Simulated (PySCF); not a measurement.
Positional isomers: norbornane mercapto+boryl. Gas-phase values, no solvent. One relaxed conformer stands for each flexible species; it need not be the lowest. Strings in code marks are SMILES.

These are PBE0-D3(BJ)/def2-TZVP // PBE0-D3(BJ)/def2-SVP (PySCF) values and carry that method's errors. All candidates: neutral, multiplicity 1. 

```
Property          Value
-------------  --------
HOMO           -6.68 eV
HOMO–LUMO gap   5.31 eV
LUMO           -1.37 eV
```

**Question.** Identify which member has these values.
A. `B[C@@H]1C[C@@H]2C[C@H]1[C@H](S)C2`
B. `B[C@@H]1[C@@H]2CC[C@@H](C2)[C@H]1S`
C. `B[C@@H]1C[C@@H]2CC[C@H]1[C@@H]2S`

**Answer.** B, `B[C@@H]1[C@@H]2CC[C@@H](C2)[C@H]1S`. The others give `B[C@@H]1C[C@@H]2C[C@H]1[C@H](S)C2`: -6.73 eV, 5.53 eV, -1.20 eV; `B[C@@H]1C[C@@H]2CC[C@H]1[C@@H]2S`: -6.78 eV, 5.58 eV, -1.21 eV
